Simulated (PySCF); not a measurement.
Species: sum formula BSiH$_{2}$F$_{2}$, charge 0, multiplicity 2. It need not be the lowest isomer of its formula. SMILES: B(F)(F)[SiH2]
Coordinates optimised at B3LYP-D3(BJ)/def2-TZVP (Ansatz):
```xyz
6

F      1.3555    -0.9579     0.1600
B      0.5236     0.0707     0.0619
F      1.0654     1.2815     0.0573
Si    -1.4340    -0.1942    -0.1843
H     -2.0071    -1.4959     0.2137
H     -2.3239     0.9494     0.1015
```
Charge 0, spin multiplicity 2.

Dispersion corrections to the total energy (kcal/mol) from the dftd3 and dftd4 libraries through PySCF: D3(BJ) without and D4 with the three-body term, each with the damping fitted for the functional named.

```
functional  D3(BJ)     D4
----------  ------  -----
HSE06            ?  -1.79
r2SCAN       -0.56  -0.52
TPSSh        -2.49  -2.79
HF          -18.91  -8.39
B3LYP        -3.90  -3.75
CAM-B3LYP        ?  -1.94
PW6B95           ?  -2.06
```

**Question.** Fill in the missing entries.

**Answer.** 
- HSE06, D3(BJ): -1.45
- CAM-B3LYP, D3(BJ): -1.74
- PW6B95, D3(BJ): -1.18
